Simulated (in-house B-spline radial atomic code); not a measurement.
Atomic self-consistent-field run: neutral nitrogen. Computed with a radial B-spline atomic code at the basis-set limit: Dirac-Kohn-Sham LDA VWN5, spherical fractional occupations, Fermi nucleus of rms radius 2.5582 fm, inside a hard spherical wall at 3.76 bohr.

Command:
```bash
python run_scf.py task.json out
```
Settings (nuclear radius in fm, mass in u):
```
Z                7
configuration    [He] 2s1 2p4
hamiltonian      dirac
method           lda,vwn
spin_polarised   False
nucleus          fermi
rms_radius       2.5582
atomic_mass      14.00307
speed_of_light   137.035999084
wall_radius      3.76
```

Output (hartree, bohr):
```
 radial grid: 64 intervals, B-splines of order 8, outer radius 3.76 bohr

 iter        energy (Eh)    residual
    1         -52.941437    1.18e-01
    2         -53.256840    4.81e-02
    3         -53.535080    7.17e-03
    4         -53.542139    1.62e-03
    5         -53.542205    6.80e-04
    6         -53.542270    9.65e-05
    7         -53.542271    1.81e-06
    8         -53.542271    6.81e-08

 total energy                       -53.54227
 kinetic                              53.9389
 electron-nucleus                   -127.7271
 Hartree                              26.4603
 exchange-correlation                 -6.2144

 first-order corrections (not in the total)
   Gaunt                             0.0048
   retardation                      -0.0002
   frequency dependence             -0.0000
   self-energy                       0.0030
   Uehling                          -0.0001
   Wichmann-Kroll                    0.0000

 orbital      occ     eigenvalue          <r>       <r^2>       <1/r>     <1/r^2>       <r^4>       r_max    small
 1s1/2      2.000       -13.8909     0.231158   0.0723206     6.60254     88.9891   0.0137809       0.149  5.80e-04
 2s1/2      1.000        -0.5951      1.30488     2.02081     1.10152     5.11014     7.09296       1.026  6.31e-05
 2p1/2      1.333        -0.1698      1.33533     2.18579    0.985741     1.40755     8.84457      0.9778  5.30e-05
 2p3/2      2.667        -0.1690      1.33631     2.18855    0.984677     1.40286     8.86179      0.9789  5.30e-05
```

Time taken, with all properties: 0.53 s on 1 thread of Arm Neoverse N1, on a shared host.

For the Dirac Hamiltonian the kinetic term is c α·p + (β - 1)c².
